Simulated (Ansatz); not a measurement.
`N#[As]` → As• + N•  (atomization)

Program: Ansatz. Geometries: PBE0-D4/def2-TZVP. ΔE: electronic, gas phase. CBS: MP2 limit from def2 TZ/QZ plus the TZ coupled-cluster correction, frozen cores. This one scheme is used for every species, atoms too. DFT in def2-TZVPP. B3LYP here is the variant with VWN-RPA as its local correlation; programs differ in this. No spin–orbit coupling; open shells (•) take unrestricted orbitals. For As outer-core shells are correlated without core-valence functions, so the limit isn't a true one: a few kJ/mol of doubt a bond, and 10 to 20 or more in all where bonds break to atoms. Scalar relativity is left out up to krypton.

`N#[As]`:

Cartesian coordinates in Å:
```
N 0.761 -0.198 0.156
As -0.761 0.198 -0.156
```

| level | ΔE (kJ/mol) |
| --- | --- |
| B2PLYP | 496.0 |
| B3LYP | 478.4 |
| BHLYP | 376.7 |
| CCSD/def2-SVP | 352.1 |

**Question.** What does CCSD(T)/CBS give? (Estimate.)

**Answer.** The calculation gave: +489.0 kJ/mol. The listed levels differ from it by 7.0, -10.6, -112.3, -136.9 kJ/mol.

Largest T1 diagnostic among the species: 0.017.

From BLYP to BHLYP (50 % exact exchange), in def2-TZVPP and without D4, ΔE moves by −159.5 kJ/mol: exact exchange takes away binding that semilocal exchange gives to molecules. The D4 term adds +4.1 kJ/mol with B3LYP and +2.0 kJ/mol with PBE0; it sums over pairs of atoms, weighted by their polarisabilities, and B3LYP, whose exchange is more repulsive, gets the larger term. In def2-TZVPP, CCSD(T) changes the Hartree–Fock value by +439.8 kJ/mol (the triples alone add +50.7 kJ/mol) and MP2 by +500.6 kJ/mol; breaking electron pairs costs correlation energy, which Hartree–Fock lacks.

For atomizations the MP2-based limit and the directly extrapolated one differ by several kJ/mol either way, and by 10 to 25 for some Ge, Se and Sn compounds, so smaller differences from it don't rank the levels.
